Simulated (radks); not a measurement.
Tl IV, 78 electrons, occupied as [Kr] 4d10 4f14 5s2 5p5 5d10 5f1 (not the ground configuration).

Calculated with a radial shooting solver on a logarithmic mesh with Libxc functionals: scalar-relativistic Kohn-Sham, PBEsol, spin-polarised, spherical densities, point nucleus; open shells are filled with parallel spins first (spin-orbit coupling, left out, can overturn this in heavy ions).

Energy parts (Ry):
| part | energy |
|---|---|
| total | -40469.5662 |
| kinetic | 45595.2499 |
| electron-nucleus | -100728.4505 |
| Hartree | 15406.5104 |
| exchange-correlation | -742.8760 |

Orbitals (lengths in bohr, moments of r in powers of bohr; <r^-3> diverges for s and p1/2; r(max) is where P^2 peaks):
| orbital | occ. | eigenvalue (Ry) | <r^2> | <r^-3> | r(max) |
|---|---|---|---|---|---|
| 1s up | 1 | -6295.269 | 0.0003687 | - | 0.01003 |
| 1s down | 1 | -6295.258 | 0.0003687 | - | 0.01003 |
| 2s up | 1 | -1123.361 | 0.005604 | - | 0.05814 |
| 2s down | 1 | -1123.354 | 0.005604 | - | 0.05814 |
| 2p up | 3 | -966.5594 | 0.004756 | 28140 | 0.04833 |
| 2p down | 3 | -966.5497 | 0.004756 | 28140 | 0.04833 |
| 3s up | 1 | -270.4164 | 0.03608 | - | 0.1639 |
| 3s down | 1 | -270.4084 | 0.03608 | - | 0.1639 |
| 3p up | 3 | -225.2992 | 0.03729 | 6498 | 0.1638 |
| 3p down | 3 | -225.2903 | 0.03729 | 6497 | 0.1638 |
| 3d up | 5 | -178.5831 | 0.03089 | 795.1 | 0.1334 |
| 3d down | 5 | -178.5744 | 0.03089 | 795.1 | 0.1334 |
| 4s up | 1 | -62.66662 | 0.1731 | - | 0.3689 |
| 4s down | 1 | -62.65282 | 0.1731 | - | 0.3689 |
| 4p up | 3 | -47.87831 | 0.1982 | 1588 | 0.3890 |
| 4p down | 3 | -47.86382 | 0.1981 | 1588 | 0.3891 |
| 4d up | 5 | -30.55949 | 0.2233 | 171.1 | 0.3955 |
| 4d down | 5 | -30.54261 | 0.2231 | 171.2 | 0.3955 |
| 5s up | 1 | -12.56538 | 0.8517 | - | 0.8059 |
| 5s down | 1 | -12.49227 | 0.8519 | - | 0.8055 |
| 4f up | 7 | -11.38755 | 0.2618 | 34.22 | 0.3577 |
| 4f down | 7 | -11.36551 | 0.2611 | 34.27 | 0.3576 |
| 5p up | 3 | -8.47895 | 1.116 | 293.9 | 0.9004 |
| 5p down | 2 | -8.40627 | 1.118 | 293.5 | 0.9004 |
| 5d up | 5 | -3.86342 | 1.914 | 20.94 | 1.092 |
| 5d down | 5 | -3.80118 | 1.921 | 20.79 | 1.094 |
| 6s up | 0 | -2.92832 | 4.885 | - | 1.888 |
| 6s down | 0 | -2.87741 | 4.849 | - | 1.884 |
| 6p up | 0 | -2.07908 | 7.368 | 39.97 | 2.290 |
| 6p down | 0 | -2.01844 | 7.225 | 41.04 | 2.283 |
| 5f up | 1 | -0.92963 | 14.62 | 0.3384 | 3.089 |

The highest occupied level is 5f up at -12.648 eV. The configuration is held as typed, so some empty levels lie below it. The density falls to 0.001 e/bohr^3 at r = 4.20 bohr. Summed over all electrons, <r^2> = 49.16 bohr^2, which gives a Langevin (diamagnetic) susceptibility term of -38.9 x 10^-6 cm^3/mol. Spin moment in Bohr magnetons: 2.
